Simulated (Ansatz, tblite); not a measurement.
Cost and result up the ladder for BaSe₂⁻ (3 atoms). Charge -1, multiplicity 2. Geometry: PBE-D4/def2-TZVPD.

```xyz
3

Ba    0.000   -0.003    0.002
Se    1.934    1.011    1.838
Se   -1.934   -1.008   -1.840
```

Ansatz on 4 threads of Arm Neoverse N1 on a shared host; xTB runs through tblite on one thread. Times are rough, summed over both states, and most runs start from the orbitals of an earlier one. PBE0-D4/def2-TZVPD serves as the yardstick here, not as an exact answer. Differences are given only for rows in sets of like size (and for xTB, whose basis is part of the method), since another set adds its own error. The other state is a quartet at its own geometry.

In the def2 sets Ba takes a core potential; there is no spin–orbit coupling. The xTB rows come from tblite. Correlated methods freeze 18 core orbitals; core or outer-core shells of Ba, Se are correlated, in sets that lack core-valence functions. The rows differ in basis, and correlated rows in double-zeta sets carry the largest basis error. In CCSD on the charge -1 doublet the largest single amplitude is 0.30, so its Hartree–Fock determinant may place the open shell otherwise than the density functionals do. HOMO above LUMO, or a gap near zero within one spin, warns that the state may not be the lowest or that an electron is smeared out. The structure comes from a short search, and lower isomers may exist.

Correlated methods converge slowly with the basis, most of all in double-zeta sets.

xTB has no spin-polarisation term.

| level | functions | wall time | quartet − doublet (eV) | difference from PBE0-D4/def2-TZVPD (eV) | remarks |
| --- | --- | --- | --- | --- | --- |
| GFN1-xTB | 27 | 0.01 s | 3.03 | 1.25 | – |
| GFN2-xTB | 27 | 0.01 s | 1.99 | 0.21 | – |
| HF/def2-TZVPD | 154 | 13 s | 0.21 | -1.57 | – |
| MP2/def2-TZVPD | 154 | 13 s | 1.39 | -0.38 | – |
| revPBE-D4/def2-TZVPD | 154 | 22 s | 1.87 | 0.09 | HOMO above zero (quartet), gap within one spin near zero (quartet) |
| PBE0-D4/def2-TZVPD | 154 | 32 s | 1.78 | 0.00 | HOMO above zero (quartet) |
| r2SCAN-D4/def2-TZVPD | 154 | 45 s | 1.94 | 0.16 | HOMO above zero (quartet) |
| BHLYP-D4/def2-TZVPD | 154 | 45 s | 1.42 | -0.36 | – |
| CCSD(T)/def2-SVPD | 115 | 62 s | 1.45 | – | – |
| B97M-V/def2-TZVPD (with forces) | 154 | 1.7 min | 1.63 | -0.15 | HOMO above zero (quartet) |
